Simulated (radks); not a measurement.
Values are calculated unless marked as measured or tabulated.
Spherical quantum dot in the effective-mass picture: electrons in a parabolic well V = omega^2 r^2 / 2 with omega = 0.341, with a point charge +2 (a donor) at the centre, all in effective atomic units (hartree* = m*/eps^2 hartree, bohr* = eps/m* bohr), one dielectric constant everywhere. Level of theory: non-relativistic Kohn-Sham, exchange-only LDA, spin-polarised, spherical densities (a radial shooting solver with Libxc functionals). Levels are named by radial order and angular momentum (1s, 1p, 1d, 2s, ...), and open shells are averaged over m. Each electron was tried in the lowest free levels, single moves between levels near the top were tried too, and the lowest total energy was kept; such a search can miss a lower state. At N = 1 the Hartree and exchange-correlation terms need not cancel, so that row can carry a self-interaction error.

\begin{tabular}{lrrrrr}
N & open shells & 2S & E (hartree*) & addition energy mu(N+1) - mu(N) (hartree*) & rms radius (bohr*) \\ \hline
1 & 1s(up 1, down 0) & 1 & -1.86760 & 1.149 & 0.8633 \\
2 & none & 0 & -2.58590 & 1.528 & 1.042 \\
3 & 1p(up 1, down 0) & 1 & -1.77637 & 0.2926 & 1.727 \\
4 & 1p(up 2, down 0) & 2 & -0.674266 & 0.2940 & 2.067 \\
5 & 1p(up 3, down 0) & 3 & 0.721824 & 0.2889 & 2.308 \\
6 & 1p(up 3, down 0) 2s(up 1, down 0) & 4 & 2.40677 & 0.3866 & 2.541 \\
7 & 1p(up 3, down 0) & 3 & 4.47836 & 0.2238 & 2.736 \\
8 & 1p(up 3, down 1) & 2 & 6.77372 & 0.2289 & 2.880 \\
9 & 1p(up 3, down 2) & 1 & 9.29794 & 0.2276 & 3.011 \\
10 & none & 0 & 12.0498 & 0.4268 & 3.132 \\
11 & 1d(up 1, down 0) & 1 & 15.2284 & 0.2000 & 3.275 \\
12 & 1d(up 2, down 0) & 2 & 18.6070 & 0.1979 & 3.403 \\
13 & 1d(up 3, down 0) & 3 & 22.1835 & 0.1953 & 3.519 \\
14 & 1d(up 4, down 0) & 4 & 25.9552 & 0.1925 & 3.625 \\
15 & 1d(up 5, down 0) & 5 & 29.9195 & 0.2550 & 3.725 \\
16 & 1d(up 5, down 1) & 4 & 34.1387 & 0.1786 & 3.820 \\
17 & 1d(up 5, down 2) & 3 & 38.5365 & 0.1778 & 3.910 \\
18 & 1d(up 5, down 3) & 2 & 43.1121 & 0.1764 & 3.995 \\
19 & 1d(up 5, down 4) & 1 & 47.8641 & 0.1747 & 4.076 \\
20 & none & 0 & 52.7909 & 0.3338 & 4.153 \\
21 & 1f(up 1, down 0) & 1 & 58.0515 & 0.1635 & 4.237 \\
22 & 1f(up 2, down 0) & 2 & 63.4755 & 0.1623 & 4.316 \\
23 & 1f(up 3, down 0) & 3 & 69.0619 & 0.1611 & 4.392 \\
24 & 1f(up 4, down 0) & 4 & 74.8094 & 0.1597 & 4.464 \\
25 & 1f(up 5, down 0) & 5 & 80.7166 & 0.1584 & 4.533 \\
26 & 1f(up 6, down 0) & 6 & 86.7821 & 0.1570 & 4.600 \\
27 & 1f(up 7, down 0) & 7 & 93.0047 & 0.1881 & 4.664 \\
28 & 1f(up 7, down 0) 2p(up 1, down 0) & 8 & 99.4154 & 0.1564 & 4.726 \\
29 & 1f(up 7, down 0) 2p(up 2, down 0) & 9 & 105.983 & 0.1564 & 4.787 \\
30 & 1f(up 7, down 0) 2p(up 3, down 0) & 10 & 112.706 & 0.1565 & 4.846 \\
31 & 1f(up 7, down 0) 2p(up 3, down 0) 3s(up 1, down 0) & 11 & 119.586 & 0.1661 & 4.905 \\
32 & 1f(up 7, down 1) 2p(up 3, down 0) 3s(up 1, down 0) & 10 & 126.632 & 0.1449 & 4.961 \\
33 & 1f(up 7, down 2) 2p(up 3, down 0) 3s(up 1, down 0) & 9 & 133.823 & 0.1443 & 5.016 \\
34 & 1f(up 7, down 3) 2p(up 3, down 0) 3s(up 1, down 0) & 8 & 141.158 & 0.1436 & 5.069 \\
35 & 1f(up 7, down 4) 2p(up 3, down 0) 3s(up 1, down 0) & 7 & 148.637 & 0.1372 & 5.120 \\
36 & 2p(up 2, down 0) & 2 & 156.253 & 0.1484 & 5.169 \\
37 & 2p(up 2, down 0) 3s(up 1, down 0) & 3 & 164.018 & 0.1453 & 5.220 \\
38 & 2p(up 3, down 0) 3s(up 1, down 0) & 4 & 171.927 & 0.1801 & 5.268 \\
39 & 2p(up 3, down 0) & 3 & 180.017 & 0.1507 & 5.317 \\
40 & 2p(up 3, down 1) & 2 & 188.258 & 0.1400 & 5.364 \\
41 & 2p(up 3, down 2) & 1 & 196.638 & 0.1400 & 5.410 \\
42 & none & 0 & 205.159 & 0.1959 & 5.455 \\
43 & 1g(up 1, down 0) & 1 & 213.875 & - & 5.502 \\
\end{tabular}

All shells are closed at N = 2, 10, 20, 42 (there: 1s2 1p6 1d10 2s2 1f14 2p6 3s2); the second difference of the energy has clear peaks (12 % above both neighbours; the first and last values, which can be the largest, are not judged, and half-filled shells can peak too) at N = 2, 6, 10, 15, 20, 27, 38.
